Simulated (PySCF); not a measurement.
Trends in electronic spectra. Method used: TDDFT CAM-B3LYP/def2-SVPD, vertical, gas phase, core orbitals frozen in the response (PySCF). Geometries: GFN2-xTB; one conformer of each isolated species. Triplets are in the Tamm–Dancoff approximation.

**Question.** Rank by computed lowest singlet excitation energy, lowest first.
A. `C#C[C@](F)(CC)CO`
B. `N(=C/[C@@H]1CCC1=C)/C`
C. `C=NC1=CCCCC1`
D. `CC(F)(F)[Si@@H](F)S`

**Answer.** C (4.31 eV), B (4.80 eV), D (6.13 eV), A (6.29 eV).

```
             SMILES  S1 (eV)  gap (eV)  HOMO (eV)  α (au)  LUMO (eV)  S1 mainly
       C=NC1=CCCCC1     4.31      7.94      -7.66    89.3       0.27  H→L (74%)
 C=C1CC[C@H]1/C=N\C     4.80      8.93      -8.12    89.2       0.81  H→L (56%)
CC(F)(F)[Si@@H](F)S     6.13      9.86      -9.39    71.0       0.47  H→L (85%)
   C#C[C@](F)(CC)CO     6.29     10.45      -9.42    74.8       1.03  H→L (33%)
```

H and L stand for HOMO and LUMO.
